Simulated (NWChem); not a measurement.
# Atomisation of CBr2ClF

```xyz
5

F     -0.5509     1.6814     0.0000
C     -0.4051     0.3586     0.0000
Cl    -2.0116    -0.4008     0.0000
Br     0.5941    -0.1496    -1.6111
Br     0.5941    -0.1496     1.6111
```
Charge 0, spin multiplicity 1.

All runs are NWChem calculations. Structure: optimised with B3LYP/def2-SVP, a minimum by its harmonic frequencies.

Basis set: def2-TZVP. The atomisation energy is electronic alone: no zero-point, thermal, spin-orbit or counterpoise terms. No value is extrapolated to the basis-set limit. Free atoms are single determinants with multiplicities F 2, C 3, Cl 2, Br 2. Correlated methods freeze the same cores in atoms and molecule, 25 orbitals in all.

Relative cost: rough, from shared machines, SCF included, B3LYP = 1. Costs are the molecule's.

The Hamiltonian is non-relativistic. B3LYP has NWChem's definition, with VWN1-RPA local correlation. The structure started from a generated list of species. No SCF solution was tested for a lower state. Open-shell Hartree-Fock references start from PBE0 orbitals; any time given for them includes that run.

```
method     atomisation energy (kcal/mol)  relative cost
---------  -----------------------------  -------------
HF                                 182.2        under 3
MP2                                335.6              6
TPSS                                 [?]        under 3
PBE                                348.5        under 3
PBE0                                 [?]        under 3
BP86                               340.9        under 3
B3LYP                              311.7              1
BHandHLYP                            [?]        under 3
```

Problem. Complete the blanks.

Solution. 
- TPSS, atomisation energy (kcal/mol): 326.9
- PBE0, atomisation energy (kcal/mol): 328.7
- BHandHLYP, atomisation energy (kcal/mol): 287.5
